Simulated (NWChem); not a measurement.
Species: SiNH3S, singlet; SMILES N[Si]S

```xyz
6

Si    -0.7025    -0.6302     0.0000
N      0.7659    -1.5241     0.0000
H      0.7433    -2.5385     0.0000
H      1.7175    -1.1672     0.0000
S      0.1941     1.3487     0.0000
H     -0.9908     1.9945     0.0000
```
Atoms are numbered in this order, from 1.

Results from NWChem. Geometry optimised at PBE0/def2-SVP; all other runs use it. Low-valent species are run as closed-shell singlets; no triplet was tried in these runs.

```csv
quantity,level,value
"isotropic polarisability (bohr³), static",PBE0/def2-SVPD,63.4
cavity-dispersion-structure term (kcal/mol) in n-hexane,"PBE0/def2-SVP, SMD",-1.1
−ε(HOMO) (eV),PBE0/def2-SVP,6.58
"vertical, lowest excitation, singlet (eV)","PBE0/def2-SVPD, TDA",4.53
dipole (D),PBE0/def2-SVP,1.55
highest harmonic frequency (cm⁻¹),PBE0/def2-SVP,3695
```
